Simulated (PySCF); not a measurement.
# Spinor energies of Ba³⁵⁺ (barium, charge +35)

Start: [Ar] 3d3; 3d3/2 filled at m_j = -1/2, +1/2, +3/2. Calculated with PySCF 2.14 in an uncontracted even-tempered set (16 s from 6.6 bohr⁻², ratio 2.8; 12 p from 8.6 bohr⁻², ratio 2.8; 8 d from 8.6 bohr⁻², ratio 2.8; 3 f from 28 bohr⁻², ratio 3): generalised Hartree-Fock with the X2C-1e Hamiltonian and a Gaussian nucleus; one run each with spin-orbit coupling (SO) switched off, then screened by Boettger's factors.

| spinor shell | electrons | ε, spin-free (eV) | ε, screened SO (eV) | weight of nominal j (screened SO) | rms radius, screened SO (bohr) |
| --- | --- | --- | --- | --- | --- |
| 1s1/2 | 2 | -39385.5 | -39379.2 | 1.000 | 0.0292 |
| 2s1/2 | 2 | -7761.9 | -7759.2 | 1.000 | 0.118 |
| 2p1/2 | 2 | -7139.6 | -7415.3 | 1.000 | 0.101 |
| 3s1/2 | 2 | -2783.9 | -2783.1 | 1.000 | 0.293 |
| 3p1/2 | 2 | -2576.6 | -2649.4 | 0.995 | 0.283 |
| 3p3/2 | 4 | -2576.6 | -2543.0 | 0.997 | 0.293 |
| 3d3/2 | 3 | -2350.3 | -2355.2 | 0.967 | 0.256 |

(1) Where does 2p3/2 lie, and what is the 2p spin-orbit splitting (screened SO)?

| quantity | spin-free | screened SO |
| --- | --- | --- |
| E (hartree) | -7225.97957 | -7229.90674 |
| M_J | 3/2 | 3/2 |
| ⟨J²⟩ | 6.751 | 4.006 |
| ⟨L²⟩ | 12.001 | 8.933 |
| ⟨S²⟩ | 3.750 | 2.419 |

Each row is a mean over spinors that exchange with the open shell spreads, by up to 17.016 eV (3p1/2).

⟨J²⟩ departs a little from M_J(M_J + 1) because the unrestricted spinors polarise the closed shells.

Breit and QED terms are absent; they matter most for the inner s and p1/2 levels.

Densities and radii are taken from the X2C orbitals without a picture-change correction, which distorts them close to the nucleus.

Without spin-orbit coupling the j labels of p, d and f shells carry no meaning; the spin-free column gives the mean over the occupied spinors of each nl shell, and its ⟨J²⟩ belongs to a mixture of degenerate components.

Results:

(1) At -7014.0 eV, 401.32 eV above 2p1/2.
